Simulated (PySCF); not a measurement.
Two species compared at the same levels of theory.

First species: C4H9FOSi.
Geometry (PBE0-D3(BJ)/def2-SVP, Å), atoms numbered from 1 in this order:
```xyz
16
C4H9FOSi angstrom
C      2.2996   -0.1954   -0.4176
O      1.2378    0.3840    0.2959
C      0.0654    0.5749   -0.4484
Si    -1.2441    1.2288    0.8009
C     -1.4912   -0.6557    0.8648
C     -0.8271   -0.6868   -0.5116
F     -0.1705   -1.8590   -0.8109
H      2.5821    0.4308   -1.2863
H      2.0596   -1.2083   -0.7769
H      3.1595   -0.2493    0.2652
H      0.2724    1.0390   -1.4302
H     -2.3787    1.9879    0.1955
H     -0.7265    1.9250    2.0101
H     -2.4634   -1.1554    0.9593
H     -0.7870   -1.0572    1.6112
H     -1.5877   -0.5242   -1.2995
```

Second species: C₂H₆OSi.
InChI=1S/C2H6OSi/c1-2-3-4/h2H,1H2,4H3

Levels: wB97X-D/def2-SVPD for dipole moment, HOMO energy, LUMO energy, HOMO–LUMO gap, static isotropic polarisability and electronic spatial extent ⟨r²⟩ about the centre of nuclear charge; TDDFT wB97X-D/def2-SVPD for lowest singlet excitation; PBE0-D3(BJ)/def2-SVP for rotational constant A and rotational constant C. Geometries: PBE0-D3(BJ)/def2-SVP. All species are isolated and taken at one optimised geometry, non-relativistic unless stated. Electronic properties by PySCF.

The conformers computed, where there is a choice (atom-mapped SMILES and torsion angles):
- `[CH3:1][O:2][C@@H:3]1[SiH2:4][CH2:5][C@@H:6]1[F:7]`: C1–O2–C3–Si4 175°
- `[CH2:1]=[CH:2][O:3][SiH3:4]`: C1–C2–O3–Si4 -2°

Values for the first species:

```
Dipole moment                                                     : 1.27 D
HOMO energy                                                       : -9.19 eV
LUMO energy                                                       : 1.89 eV
HOMO–LUMO gap                                                     : 11.08 eV
Lowest singlet excitation                                         : 6.86 eV
Static isotropic polarisability                                   : 78.5 au
Electronic spatial extent ⟨r²⟩ about the centre of nuclear charge : 933 bohr²
Rotational constant A                                             : 2.977 GHz
Rotational constant C                                             : 1.348 GHz
```

(1) Estimate the same properties for the second species, and the change in each.

Answers

(1) 
```
                                                         property      first      second  second less first
                                                    dipole moment     1.27 D      0.54 D            -0.73 D
                                                      HOMO energy   -9.19 eV    -8.89 eV           +0.30 eV
                                                      LUMO energy    1.89 eV     1.90 eV           +0.01 eV
                                                    HOMO–LUMO gap   11.08 eV    10.79 eV           -0.29 eV
                                        lowest singlet excitation    6.86 eV     6.50 eV           -0.36 eV
                                  static isotropic polarisability    78.5 au     56.1 au           -22.4 au
electronic spatial extent ⟨r²⟩ about the centre of nuclear charge  933 bohr²   427 bohr²         -506 bohr²
                                            rotational constant A  2.977 GHz  15.267 GHz        +12.290 GHz
                                            rotational constant C  1.348 GHz   3.131 GHz         +1.783 GHz
```

On the first: The dipole equals about 4.2 × 10⁻³⁰ C·m (1 D = 3.33564 × 10⁻³⁰ C·m). The 6 singlets span 6.86 to 8.04 eV, and their oscillator strengths add up to 0.24.

On the second: The principal polarisabilities are 46.5, 54.3 and 67.3 au; their mean is the isotropic value. The 10 singlets span 6.50 to 8.53 eV, and their oscillator strengths add up to 0.39.
